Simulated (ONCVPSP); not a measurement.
## Configuration tests for In (Z = 49) (ONCV)

```
Element                 : In
Generator               : ONCVPSP 4.0.1
Type                    : optimised norm-conserving Vanderbilt (ONCV)
Functional              : PBE
Relativity              : scalar-relativistic
Frozen core             : [Kr]
Valence charge          : 13
Reference configuration : 4d10 5s2 5p1
Partial waves           : 5s: rc 2.20 bohr, ncon 5, nbas 10, qcut 2.6 1/bohr, 2 projectors, debl 2.8 Ha; 5p: rc 3.05 bohr, ncon 4, nbas 7, qcut 2.3 1/bohr, 2 projectors, debl 2.7 Ha; 4d: rc 1.70 bohr, ncon 4, nbas 9, qcut 7.5 1/bohr, 2 projectors, debl 1.7 Ha
Local potential         : polynomial inside 1.30 bohr (lpopt 4, dvloc0 1 Ha)
Core correction         : none
```

Energies are relative to the spin-unpolarised reference configuration 4d10 5s2 5p1; without spin polarisation the order of configurations can differ from experiment. Not all tests gave a result: 1 of 4 tests not solved or not reliable.

| valence configuration | charge | ΔE all-electron (eV) | error AE − PS (meV) |
| --- | --- | --- | --- |
| 4d10 5s2 5p0 | +1 | 5.363 | -1.8 |
| 4d10 5s1 5p0 | +2 | 24.599 | +1.0 |
| 4d9 5s2 5p2 | 0 | 18.306 | -43 |

Levels in the configuration 4d10 5s1 5p0:

```
level  all-electron (eV)  pseudo (eV)
   4d            -36.530      -36.491
   5s            -23.672      -23.650
```

Note: no bound ghost flagged; GHOST(+) flagged for s at 44.5 eV, p at 86.5 eV.
